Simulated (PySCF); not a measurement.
Calculated NMR parameters of COC(OC)C(F)F

| Quantity | Value |
| --- | --- |
| Formula | C4H8F2O2 |
| SMILES | COC(OC)C(F)F |
| InChI | InChI=1S/C4H8F2O2/c1-7-4(8-2)3(5)6/h3-4H,1-2H3 |
| Point group of the computed structure | C1 |
| Degrees of unsaturation | 0 |
| Carbon signals | 3 |
| Proton signals | 3 |

Structure with atom numbers: `[CH3:1][O:2][CH:3]([O:4][CH3:5])[CH:6]([F:7])[F:8]`. Each H is labelled by its parent atom.

A single conformation, fast rotation and ring inversion assumed for equivalent nuclei, non-relativistic Hamiltonian, no solvent. GIAO PBE0/pcSseg-1 shieldings; geometry: GFN2-xTB; PySCF 2.14.0 with density-fitted response routines.

References, each an isolated molecule treated in the same way: TMS for ¹H, ¹³C; CFCl3 for ¹⁹F; H2O for ¹⁷O.

```tsv
carbon	δC, type	δH (multiplicity)	HMBC from (2–3 bonds)	span of the C tensor (ppm)
C1/C5	57.3, CH3	3.64 (s)	H(C3)	84
C3	109.0, CH	4.40 (m)	H(C6), H(C1)/H(C5)	29
C6	123.3, CH	5.98 (m)	H(C3)	18
```

Other nuclei:
```
atoms  nucleus              environment  δ (ppm)  σ (ppm)
F7/F8      ¹⁹F  fluorine of a CF2 group   -143.1    314.1
O2/O4      ¹⁷O             ether oxygen     56.0    280.1
```

1. Carbon types of the structure: 2 × CH, 2 × CH3, which accounts for all hydrogens.
2. δC 123.3: sp3 CH bonded to 2 F; 2 electronegative neighbours deshield it.
3. δC 109.0: sp3 carbon bearing two oxygens; 2 electronegative neighbours deshield it.
4. δC 57.3: methyl carbon bonded to O; the inductive effect lowers its shielding.
5. δH 4.40: hydrogen on an sp3 carbon bearing two oxygens; its carbon carries O, hence the downfield position.
6. δH 3.64: hydrogen on a methyl carbon bonded to O; its carbon carries O, an electronegative neighbour.

Splittings by ¹⁹F in the carbon and heteronuclear signals aren't shown, as no couplings were computed. Shifts are as computed. Against solution values, carbons near 30 ppm lie about +3 ppm off and those near 130 ppm about +5 ppm. Of 1211 compounds with measured shifts, 218 miss one by over three times the rms of a fit or turn the order of signals round; such compounds aren't used in these exercises. Unscaled 19F shifts against computed CFCl3 carry errors that often reach 10 to 50 ppm. Experimental scales use liquid or dissolved standards, which lie at an offset from isolated H2O (liquid H2O: subtract about 36 ppm). No couplings were computed; multiplicities are counted from neighbouring protons, with m where these are inequivalent, close in shift, in a saturated or five-membered ring or joined by F or P, and br s for small geminal =CH2 splittings.
